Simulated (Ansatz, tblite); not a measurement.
Cost and result up the ladder for GeBr2H2 (GeH2Br2) (5 atoms). Total charge 0; singlet. Geometry: B3LYP-D4/def2-SVP.

```xyz
5

Ge   -0.034   -0.028    0.201
Br   -1.452    1.094   -1.253
Br    1.823   -0.790   -0.963
H    -0.784   -1.248    0.752
H     0.447    0.971    1.263
```

Ansatz on 4 threads of Intel Xeon on a shared host; xTB runs through tblite on one thread. Times are rough, summed over both states, and most runs start from the orbitals of an earlier one. PBE0-D4/def2-TZVP serves as the yardstick here, not as an exact answer. The other state is a doublet.

The xTB rows come from tblite.

Raw xTB energies of ions are shifted by several eV.

```csv
level,functions,vertical IE (eV),difference from PBE0-D4/def2-TZVP (eV)
r2SCAN-D4/def2-TZVP,156,10.31,-0.21
GFN2-xTB,29,15.06,4.55
GFN1-xTB,31,15.36,4.84
PBE0-D4/def2-TZVP,156,10.51,0.00
PBE-D4/def2-TZVP,156,10.04,-0.47
```

**Question.** Estimate how long each takes.

**Answer.** GFN1-xTB 0.027 s; GFN2-xTB 0.03 s; PBE-D4/def2-TZVP 14 s; PBE0-D4/def2-TZVP 24 s; r2SCAN-D4/def2-TZVP 30 s. On shared hardware such times vary by a factor of up to 3.
